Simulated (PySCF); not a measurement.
Assignment exercise: C₅H₁₁FOSi₂

Atoms are numbered as in `[OH:1][CH2:2][CH2:3][C:4]1=[C:5]([CH2:6][F:7])[SiH2:8][SiH2:9]1`. Hydrogens are named by the atom that carries them.

[PySCF 2.14.0 with density-fitted response routines: GIAO PBE0/pcSseg-1 shieldings; coordinates at the GFN2-xTB level; relativity neglected; isolated molecule; one conformer; averaged over atoms made equivalent by symmetry, fast rotation or ring inversion]

Chemical shifts δ = σref − σ; TMS for 13C and 1H, all at this level.

Question: Assign these signals to the numbered atoms. 13C{1H} NMR (computed): δ 179.1, 168.0, 86.9, 63.3, 43.4.

Answer: 
179.1 → C5, fully substituted alkene carbon
168.0 → C4, fully substituted alkene carbon
86.9 → C6, allylic sp3 CH2 bonded to F: deshielded by the electronegative neighbour
63.3 → C2, sp3 CH2 bonded to O: deshielded by the electronegative neighbour
43.4 → C3, allylic sp3 CH2: a saturated carbon with 2 carbon neighbours and no heteroatom attached

Question: Assign these signals to the numbered atoms. 1H NMR (600 MHz, computed): δ 5.62 (m, 2H), 4.83 (m, 2H), 4.62 (m, 2H), 3.89 (t, 2H), 2.39 (t, 2H), 1.08 (br s, 1H).

Answer: 
```tsv
δ (ppm)	atoms	environment	reason
5.62	H(C6)	hydrogen on an allylic sp3 CH2 bonded to F	its carbon carries F, which withdraws density
4.83	H(Si8)	hydrogen on a silicon bonded to C, Si, in a 4-membered ring	–
4.62	H(Si9)	hydrogen on a silicon bonded to C, Si, in a 4-membered ring	–
3.89	H(C2)	hydrogen on an sp3 CH2 bonded to O	its carbon carries O, which withdraws density
2.39	H(C3)	hydrogen on an allylic sp3 CH2	allylic position
1.08	H(O1)	hydrogen on an alcohol oxygen	exchangeable, gas-phase position
```

OH and NH positions are those of a molecule without intermolecular hydrogen bonds; in solution they move with solvent, concentration and temperature, and exchange usually removes their couplings. Splittings by 19F in the carbon and heteronuclear signals aren't shown, as no couplings were computed. Shifts are as computed. Against solution values, carbons near 30 ppm lie about +3 ppm off and those near 130 ppm about +5 ppm. Of 1211 compounds with measured shifts, 218 miss one by over three times the rms of a fit or turn the order of signals round; such compounds aren't used in these exercises. Multiplicities follow the n + 1 count of equivalent neighbours, as no J values were calculated; m marks all less simple cases, F and P coupling included.
